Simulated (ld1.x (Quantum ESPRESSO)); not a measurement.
u(r) = r·R(r): atom against pseudo-atom (lanthanum)

Columns: radius, all-electron u(r) and pseudo u(r) of the 5s shell (level -38.98 eV) of lanthanum in the configuration [Kr] 4d10 4f0 5s2 5p6 5d1 6s2 6p0; PW91, scalar-relativistic, PAW scheme, ld1.x (Quantum ESPRESSO) 7.5.

| r (bohr) | all-electron | pseudo |
| --- | --- | --- |
| 0.213 | 0.3479 | 0.2080 |
| 0.425 | -0.3943 | 0.3996 |
| 0.638 | -0.3671 | 0.5625 |
| 0.850 | 0.2238 | 0.6846 |
| 1.062 | 0.7024 | 0.7604 |
| 1.275 | 0.9233 | 0.7885 |
| 1.488 | 0.9452 | 0.7715 |
| 1.700 | 0.8562 | 0.7171 |
| 1.912 | 0.7216 | 0.6355 |
| 2.125 | 0.5800 | 0.5379 |
| 2.338 | 0.4516 | 0.4361 |
| 2.550 | 0.3443 | 0.3407 |
| 2.762 | 0.2583 | 0.2581 |
| 2.975 | 0.1913 | 0.1913 |
| 3.188 | 0.1404 | 0.1404 |
| 3.400 | 0.1026 | 0.1026 |
| 3.613 | 0.0745 | 0.0745 |
| 3.825 | 0.0539 | 0.0539 |
| 4.038 | 0.0388 | 0.0388 |
| 4.250 | 0.0279 | 0.0279 |
| 4.462 | 0.0200 | 0.0200 |
| 4.675 | 0.0143 | 0.0143 |
| 4.888 | 0.0102 | 0.0102 |
| 5.100 | 0.0073 | 0.0073 |
| 5.313 | 0.0052 | 0.0052 |
| 5.525 | 0.0037 | 0.0037 |

Q: How many radial nodes do the two functions have?

A: The all-electron 5s function has n − l − 1 = 4 (the table is too coarse to show those close to the nucleus); the pseudo-wave has 0, since the states of the same l below it are removed with the core.

Q: At about which radius was the pseudo-wave matched?

A: 3.10 bohr. The columns agree to 0.0005 from 2.76 bohr on; several derivatives are matched, so the curves merge somewhat inside the radius.

Q: Is the pseudo-wave norm-conserving?

A: No, it belongs to a PAW set: the norm inside the radius is not constrained, and the difference is carried by the augmentation charge.
